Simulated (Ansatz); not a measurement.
Calculated with Ansatz (gas phase, PBE0-D4/def2-TZVP geometries, no zero-point term in ΔE). CBS: MP2 limit from def2 TZ/QZ plus the TZ coupled-cluster correction, frozen cores. Elements past krypton have def2 core potentials. For Ge, Sn outer-core shells are correlated without core-valence functions, which leaves a few kJ/mol of doubt a bond. Scalar relativity is left out up to krypton. One conformer a species, not always the lowest.

Reaction (redistribution): `[F][SnH]([SiH3])[Cl]` + `CC[N](C)[Ge]([Cl])([Cl])[Cl]` → `CC[N](C)[SnH]([F])[Cl]` + `[SiH3][Ge]([Cl])([Cl])[Cl]`

```tsv
species	CCSD(T)/CBS(def2) energy (Eh)
`[F][SnH]([SiH3])[Cl]`	-1065.15429
`CC[N](C)[Ge]([Cl])([Cl])[Cl]`	-3629.26530
`CC[N](C)[SnH]([F])[Cl]`	-947.95175
`[SiH3][Ge]([Cl])([Cl])[Cl]`	-3746.46107
```

Problem. Work out ΔE.

Solution. ΔE = (-947.95175) + (-3746.46107) − (-1065.15429) − (-3629.26530) = 0.00677 Eh = +0.18 eV.

Largest T1 diagnostic among the species: 0.013.

At CCSD(T), def2-SVP lies +0.19 eV from the extrapolated value and def2-TZVPP +0.06 eV. In def2-TZVPP, CCSD(T) changes the Hartree–Fock value by −0.06 eV (the triples alone add −0.01 eV) and MP2 by −0.04 eV.
